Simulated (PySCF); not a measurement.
This script is equivalent to a calculation on Be²⁺ (beryllium, charge +2).

```python
from pyscf import gto, scf, dft, mp, cc
import basis_set_exchange as bse
mol = gto.M(atom="Be 0 0 0", charge=2, spin=0, symmetry="D2h",
            basis=gto.basis.parse(bse.get_basis("cc-pVTZ-DK", elements=["Be"], fmt="nwchem", header=False)),
            nucmod="G")
mf = dft.UKS(mol, xc="B88,P86").sfx2c1e()
mf.irrep_nelec = {'Ag': (1, 1)}
mf.kernel()
```

(1) What total energy does it give?

(2) Which occupied shell lies highest, and where?

Results:

(1) -13.651 hartree (calculated).

(2) 1s, at -132.52 eV.
